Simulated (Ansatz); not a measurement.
`BOBF` + H–F → `FBF` + `BO`  (ligand exchange at a B–O bond)

Computed with Ansatz on PBE0-D4/def2-TZVP structures; ΔE is electronic, products minus reactants. CCSD(T)/CBS is the MP2 limit (def2-TZVPP, def2-QZVPP) plus CCSD(T) − MP2 in def2-TZVPP, frozen cores. This one scheme is used for every species. Functionals use def2-TZVPP. HSE06 is defined as in plane-wave codes. One conformer a species, not always the lowest.

```csv
level,ΔE (kJ/mol)
CAM-B3LYP-D4,-43.4
PBE,-47.6
PBE0,-42.8
r2SCANh,-44.0
HSE06,-42.7
MP2/def2-SVP,-51.6
CCSD/def2-TZVPP,-39.7
CCSD/CBS(def2),-35.0
```

Question: What does CCSD(T)/CBS give? (Best estimate.)

Answer: Ansatz gave: -35.4 kJ/mol. The listed levels differ from it by -8.0, -12.2, -7.4, -8.6, -7.3, -16.2, -4.3, 0.4 kJ/mol.

Largest T1 diagnostic among the species: 0.014.

From r2SCAN to r2SCAN0 (25 % exact exchange), in def2-TZVPP and without D4, ΔE moves by +3.8 kJ/mol. The D4 term adds +3.7 kJ/mol with B3LYP and +2.0 kJ/mol with PBE0; it sums over pairs of atoms, weighted by their polarisabilities, and B3LYP, whose exchange is more repulsive, gets the larger term. Leaving LDA and LC-ωPBE aside and taking each functional with its dispersion term where it has one, the values, not all of them listed here, spread over 7.0 kJ/mol, from B97M-V to BHLYP-D4.

B3LYP here is the variant with VWN-RPA as its local correlation; programs differ in this.
